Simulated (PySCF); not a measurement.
SbI: from constants to spectrum

UHF-CCSD(T) constants of SbI, ³Σ⁻ (triplet), unpaired electrons π ↑↑ (PySCF, scalar-relativistic core potentials, basis sets Sb def2-TZVPP with ECP28, I def2-TZVPP with ECP28; masses 120.9038 and 126.9045 u):

| Property | Result |
| --- | --- |
| ωe | 204.3 cm⁻¹ |
| ωexe | 0.41 cm⁻¹ |
| Be | 0.037397 cm⁻¹ |
| αe | 0.000104 cm⁻¹ |
| D (centrifugal) | 5.01e-09 cm⁻¹ |
| De to Sb + I | 2.10 eV |

(1) Give the vibrational terms G(v) and spacings up to v = 3.

(2) How well does the Morse estimate ωe²/(4ωexe) reproduce De, and what is D0?

Correlated steps freeze 8 core orbitals. These are scalar-relativistic numbers at best; spin–orbit coupling would shift them, the dissociation energy most. The state is the lowest determinant that a PBE0 search found; another state may lie lower at other levels.

## Answers

(1) G(v) = ωe(v+½) − ωexe(v+½)².

```tsv
v	G(v) (cm⁻¹)	G(v) − G(v−1)	Bv (cm⁻¹)
0	102		0.03734
1	306	203	0.03724
2	508	203	0.03714
3	710	202	0.03703
```

(2) It gives 3.16 eV, 150 % of the computed De. D0 = De − G(0) = 2.10 − 0.01 = 2.09 eV.
